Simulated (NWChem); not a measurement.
Atomisation of CH₂ClNOSi

```xyz
7

N      2.9026     0.1151    -0.2768
C      1.8933    -0.2742     0.1495
O      0.7974    -0.7185     0.6557
Si    -0.7663    -0.7477    -0.0342
Cl    -1.4773     1.1724    -0.1938
H     -1.5515    -1.5202     0.9447
H     -0.6625    -1.3561    -1.3775
```
Charge 0, spin multiplicity 1.

All runs are NWChem calculations. The geometry was optimised at B3LYP/def2-SVP, a minimum by its harmonic frequencies. It is one conformer; others weren't searched.

Basis set: def2-TZVP. The atomisation energy is electronic alone: no zero-point, thermal, spin-orbit or counterpoise terms. No value is extrapolated to the basis-set limit. Free atoms are single determinants with multiplicities N 4, C 3, O 3, Si 3, Cl 2, H 2. Correlated methods freeze the same cores in atoms and molecule, 13 orbitals in all.

| method | atomisation energy (kcal/mol) | relative cost |
|---|---|---|
| TPSS | 658.8 | under 3 |
| HF | 438.2 | under 3 |
| PBE | 676.4 | under 3 |
| BHandHLYP | 618.7 | 1 |
| BLYP | 655.8 | under 3 |
| B3LYP | 649.5 | under 3 |
| MP2 | 656.8 | under 3 |
| PBE0 | 652.6 | under 3 |

The values span 238.3 kcal/mol, from HF (lowest) to PBE (highest). Costs are rough ratios of processor time within this set of runs, SCF included, with BHandHLYP as 1. Costs are the molecule's.

B3LYP has NWChem's definition, with VWN1-RPA local correlation. The structure started from a generated list of species. The stability of the SCF solutions was not checked. Open-shell Hartree-Fock references start from PBE0 orbitals; any time given for them includes that run.
